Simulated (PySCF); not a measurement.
**Checking a proposed structure**

A compound C7H9NO gives the data below (simulated from a calculation) and was assigned the structure `CCOc1cccnc1`.

$^{13}$C{$^{1}$H} NMR (computed): δ 157.3 (CH), 155.5 (CH), 143.1 (C), 142.1 (CH), 131.7 (CH), 73.3 (CH2), 59.9 (CH3).

$^{1}$H NMR (600 MHz, computed): δ 8.56 (d, 1H), 8.48 (s, 1H), 7.95 (d, 1H), 7.20 (m, 1H), 4.33 (s, 2H), 3.55 (s, 3H).

Method: geometry: PBE0-D3(BJ)/def2-SVP, σ from GIAO-CAM-B3LYP/pcSseg-1, in PySCF 2.14 (non-relativistic, no solvent, equivalent nuclei averaged, one conformer).

Scale: TMS for $^{1}$H (31.33 ppm) and $^{13}$C (182.45 ppm) (reference shieldings calculated alike).

**Question.** Compare with the shifts computed for the proposed structure, pairing carbons in order of shift.

**Answer.** Numbering as in the mapped SMILES `[CH3:1][CH2:2][O:3][c:4]1[cH:5][cH:6][cH:7][n:8][cH:9]1`. Each H is labelled by its parent atom.

```tsv
atom	computed for proposal	given list	difference
C4	163.7	157.3	+6.4
C7	150.9	155.5	-4.6
C9	139.1	143.1	-4.0
C5	132.8	142.1	-9.3
C6	132.6	131.7	+0.9
C2	64.0	73.3	-9.3
C1	17.0	59.9	-42.9
```

The rms difference is 17.3 ppm and the largest -42.9 ppm at C1 (methyl carbon). The carbon types in order of shift don't match either: C, CH, CH, CH, CH, CH2, CH3 for the proposal against CH, CH, C, CH, CH, CH2, CH3 in the data. The proposal doesn't fit.

**Question.** Which isomer fits?

**Answer.** SMILES COCc1cccnc1.

- Carbon types of the structure: 1 × C, 4 × CH, 1 × CH2, 1 × CH3, which accounts for all hydrogens.
- δC 157.3, 155.5: aromatic CH next to a ring nitrogen; the adjacent pyridine-type nitrogen withdraws density from it.
- δC 142.1, 131.7: aromatic CH.
- δC 73.3: sp3 CH2 bonded to O, on an aromatic ring; pulled downfield by the heteroatom.
- δH 8.56, 8.48: hydrogen on an aromatic CH next to a ring nitrogen; ring current plus the neighbouring ring nitrogen.

This is the structure that produced the data.

Shifts are as computed, not scaled to solution data. Of 1211 compounds with measured shifts, 218 miss one by over three times the rms of a fit or turn the order of signals round; such compounds aren't used in these exercises. No couplings were computed; multiplicities are counted from neighbouring protons, with m where these are inequivalent, close in shift, in a saturated or five-membered ring or joined by F or P, and br s for small geminal =CH2 splittings.
